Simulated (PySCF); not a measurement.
PySCF input:

```python
from pyscf import gto, scf, dft

mol = gto.M(
    atom='''
    O    -1.99684832   -0.00439841   -0.34987957
    B    -0.81469902   -0.08471127    0.02504356
    B     0.81469902    0.08471127   -0.02504356
    O     1.99684832    0.00439841    0.34987957
    ''',
    basis='def2-tzvpd',
    charge=-1,
    spin=1,
    verbose=4,
)

mf = dft.UKS(mol, xc='pw6b95').density_fit(auxbasis='def2-universal-jkfit')
mf.grids.level = 3
mf.conv_tol = 1e-9
mf.max_cycle = 100
mf.max_memory = 1500
mf.kernel()
if not mf.converged:
    mf = mf.newton()
    mf.kernel(mf.make_rdm1())
for _ in range(2):
    mo, _, stable, _ = mf.stability(return_status=True)
    if stable:
        break
    mf.kernel(mf.make_rdm1(mo, mf.mo_occ))
mf.analyze()
```

**Question.** Which total energy does the run end on?

**Answer.** -200.57425 Eh (PW6B95/def2-TZVPD).
